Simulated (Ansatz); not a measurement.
2 `BS` → `[BH2-]1[SH+][BH2-][SH+]1` at 700 K and 1 bar (dimerisation).

Computed with Ansatz on PBE0-D4/def2-TZVP structures; ΔE is electronic, products minus reactants. CBS: MP2 limit from def2 TZ/QZ plus the TZ coupled-cluster correction, frozen cores. This one scheme is used for every species.

```csv
species,CCSD(T)/CBS energy (Eh),H − E (kJ/mol),S (J/(mol·K))
`BS`,-424.38198,115.9,297.3
`[BH2-]1[SH+][BH2-][SH+]1`,-848.78991,244.4,416.2
```

H − E and S are ideal-gas, rigid-rotor, harmonic terms from PBE0-D4/def2-TZVP. 1 Eh = 2625.50 kJ/mol, R = 8.31446 J/(mol·K).

**Question.** By hand: ΔE, ΔH, ΔS and ΔG.

**Answer.** ΔE = (-848.78991) − 2 × (-424.38198) = -0.02595 Eh = -68.1 kJ/mol. Δ(H − E) = 244.4 − 2 × 115.9 = 12.6, so ΔH = -55.5 kJ/mol. ΔS = 416.2 − 2 × 297.3 = -178.4 J/(mol·K). ΔG = -55.5 − 700 × (-178.4)/1000 = 69.4 kJ/mol.

**Question.** By hand: the equilibrium constant, and the temperature at which ΔG would vanish if ΔH and ΔS stayed fixed.

**Answer.** log₁₀ K = −ΔG/(RT ln 10) = -5.2. ΔG = 0 at ΔH/ΔS = 311 K.

The number of gas molecules changes by -1, which sets the sign of ΔS. A doubt of 5 kJ/mol in ΔE shifts log₁₀ K by 0.4 here. These are equilibria of isolated gas molecules and say nothing of rates. Largest T1 diagnostic: 0.015 (customary marks: 0.02 for closed shells, 0.045 for open ones).
